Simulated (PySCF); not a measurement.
Heteronuclear NMR

Bonds (- single, = double, # triple, : aromatic): F1-C2 1.343 Å, C2-F3 1.343 Å, C2-F4 1.341 Å, C2-C5 1.511 Å, C5:C6 1.390 Å, C6:C7 1.384 Å, C7:C8 1.379 Å, C8:P9 1.733 Å, P9:C10 1.749 Å, C10-Cl11 1.731 Å, C10:C5 1.388 Å. C6 carries H12; C7 carries H13; C8 carries H14.

PySCF 2.14 calculation with structure optimised with GFN2-xTB and shielding tensors at PBE0/pcSseg-1 (GIAO); averaged over atoms made equivalent by symmetry, fast rotation or ring inversion, no solvent, single conformer, non-relativistic Hamiltonian.

Task: Where does ¹⁹F resonate?

Result: 
| atoms | environment | σ (ppm) | δ (ppm) |
| --- | --- | --- | --- |
| F1/F3/F4 | fluorine of a CF3 group | 250.3 | -65.2 |

Shieldings were converted by a linear fit to measured shifts: ¹⁹F: δ = 146.13 − 0.903σ +14.6 on sp3 carbon (rms 6.0 ppm, 223 shifts, 7.0 ppm with the 5 outliers that the fit left out vs CFCl3, solution or neat liquid). A few per cent of atoms miss by over 2 rms, more outside the fitted compound classes.

On a 400 MHz spectrometer ¹⁹F resonates near 376.4 MHz, so 1 ppm is 376.4 Hz.

Task: Where does ³¹P resonate?

Result: 
| atoms | environment | σ (ppm) | δ (ppm) |
| --- | --- | --- | --- |
| P9 | phosphorus bonded to 2 C, in a 6-membered ring | 79.0 | 204.7 |

Shieldings were converted by a linear fit to measured shifts: ³¹P (scatter 18.1 ppm rms vs H3PO4, solution or neat liquid). Occasional misses reach two or three times the rms, and more in compound classes unlike the fitted ones.

On a 600 MHz spectrometer ³¹P resonates near 242.9 MHz, so 1 ppm is 242.9 Hz.
